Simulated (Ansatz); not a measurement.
CdCl (SMILES [Cl][Cd]), doublet, geometry from GFN2-xTB (such geometries of metal compounds can be far from the true shape) (the spin is typed, not shown lowest) (core potentials on Cd). Base run: BLYP/def2-SVP run with Ansatz (a quantum-chemistry and plane-wave program).

Geometry (Å):
```xyz
2

Cd     0.0000     0.0000    -0.6363
Cl     0.0000     0.0000     1.7967
```
Charge 0, spin multiplicity 2.
Orbitals are unrestricted.
All else is at Ansatz's defaults.

The base run was repeated with changes; each row names its change, and settings that it needs were set with it.

```json
[
 {"change": "base", "E (Eh)": "-627.75659", "<S^2>": "0.751"},
 {"change": "functional = hf", "E (Eh)": "-626.22355", "<S^2>": "0.756"},
 {"change": "functional = b3lyp", "E (Eh)": "-627.87231", "<S^2>": "0.753"},
 {"change": "functional = b3lyp5", "E (Eh)": "-627.73191", "<S^2>": "0.753"},
 {"change": "functional = SVWN5", "E (Eh)": "-626.02492", "<S^2>": "0.751"},
 {"change": "functional = cam_b3lyp", "E (Eh)": "-627.77863", "<S^2>": "0.754"},
 {"change": "functional = revpbe", "E (Eh)": "-627.76741", "<S^2>": "0.752"},
 {"change": "functional = hse06", "E (Eh)": "-627.63496", "<S^2>": "0.753"},
 {"change": "functional = wB97X", "E (Eh)": "-627.81779", "<S^2>": "0.755"},
 {"change": "functional = BHLYP", "E (Eh)": "-627.71332", "<S^2>": "0.755"},
 {"change": "functional = wB97X-V", "E (Eh)": "-627.69637", "<S^2>": "0.755"},
 {"change": "functional = lc_wpbe", "E (Eh)": "-627.68617", "<S^2>": "0.756"},
 {"change": "functional = B97M-V", "E (Eh)": "-627.67684", "<S^2>": "0.751"}
]
```

Absolute energies of different levels of theory aren't comparable as measures of quality.
